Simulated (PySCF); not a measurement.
NICS in isomers of [C6H7N2]-.

Probes without a nucleus sit at each ring's centroid and 1 Å off its mean plane on both sides; NICS is minus the shielding there, NICSzz its component along the normal. Level: GIAO PBE0/pcSseg-1 (PySCF, non-relativistic, gas phase) on the GFN2-xTB geometries, one conformer each. Atom numbers follow the mapped SMILES.

**Question.** Order these rings by mean NICS(1)zz, lowest (most negative) first (ppm).
A. ring C4–C5–N6–N7–C8 in `[CH2:1]=[CH:2][CH2:3][c:4]1[cH:5][n:6][n-:7][cH:8]1` (charge -1)
B. ring C3–N4–C5–N6–C7 in `[CH2:1]=[CH:2][c:3]1[n-:4][cH:5][n:6][c:7]1[CH3:8]` (charge -1)
C. ring C4–C5–N6–C7–N8 in `[CH2:1]=[C:2]([CH3:3])[c:4]1[cH:5][n-:6][cH:7][n:8]1` (charge -1)

**Answer.** A (-32.9), C (-30.3), B (-27.5).

| SMILES | ring | NICS(0) | NICS(1) | NICS(1)zz | HOMA | rms pucker (Å) | ring atoms with four or more neighbours |
| --- | --- | --- | --- | --- | --- | --- | --- |
| C=CCc1cn[n-]c1 | 5-membered ring with 2 N; formal bonds all aromatic | -11.8 | -12.5 | -32.9 | 0.96 | 0.00 | 0 |
| C=C(C)c1c[n-]cn1 | 5-membered ring with 2 N; formal bonds all aromatic | -10.6 | -11.4 | -30.3 | 0.96 | 0.00 | 0 |
| C=Cc1[n-]cnc1C | 5-membered ring with 2 N; formal bonds all aromatic | -9.3 | -10.7 | -27.5 | 0.95 | 0.00 | 0 |

NICS(0) gives the same order. The isotropic NICS(1) gives the same order. HOMA uses Krygowski's 1993 parameters. NICS(1) and NICS(1)zz are means over the two faces.
